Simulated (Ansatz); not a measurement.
Born–Oppenheimer molecular dynamics of C$_{2}$H$_{7}$FSSi$_{2}$ (13 atoms, charge 0, multiplicity 1). It starts at the highest image of a converged band, a first-order saddle point between two minima.

All numbers below come from RKS PBE0-D4/6-31G* in Ansatz 0.2.0.

```json
{
 "ensemble": "NVE (velocity Verlet)",
 "time step": "0.5 fs",
 "steps asked": "200",
 "starting velocities drawn for": "300 K",
 "seed": "9277"
}
```

First frame:

```xyz
13
Properties=species:S:1:pos:R:3
C -1.741 -1.141 -0.439
Si 0.020 -1.051 0.150
F 0.033 -1.036 1.776
C 0.783 0.562 -0.462
Si 0.928 2.004 0.658
S 0.951 0.524 -2.151
H -2.242 -2.030 -0.042
H -2.301 -0.258 -0.111
H -1.771 -1.179 -1.531
H 0.881 -2.174 -0.288
H 0.946 1.752 2.117
H 1.603 3.233 0.175
H 1.929 0.758 0.163
```

(1) How far do the bonds stretch over the last three quarters of this one trajectory? (Pairs bonded in most of those frames.)

Results:

(1) 
```
   bond  mean (Å)  spread (Å)  shortest  longest
 C1–Si2     1.869       0.024      1.83     1.90
  C1–H7     1.097       0.023      1.06     1.13
  C1–H8     1.098       0.025      1.06     1.14
  C1–H9     1.094       0.005      1.08     1.11
 Si2–F3     1.628       0.035      1.58     1.68
 Si2–C4     1.889       0.021      1.85     1.93
Si2–H10     1.487       0.013      1.47     1.51
 C4–Si5     1.882       0.030      1.84     1.94
  C4–S6     1.726       0.025      1.68     1.77
 C4–H13     1.157       0.021      1.12     1.21
Si5–H11     1.499       0.012      1.47     1.52
Si5–H12     1.498       0.035      1.45     1.55
```

Mean temperature of the second half: 153 K. The conserved energy stayed within 0.1 meV per atom of its start (net change 0.035 meV per atom), so the integration is sound. The temperature averaged 0.51 of the 300 K drawn at the start: a run that starts near a minimum puts about half its kinetic energy into the potential. A run of 0.1 ps of so small a system gives no equilibrium averages. The orbitals stay closed-shell, which can raise the energy where a bond breaks towards radicals; this wasn't checked here.

The run took 5.7 min on 2 threads of AMD EPYC 9R45 96-Core Processor (Zen 5) (shared host), peak memory 0.32 GiB.
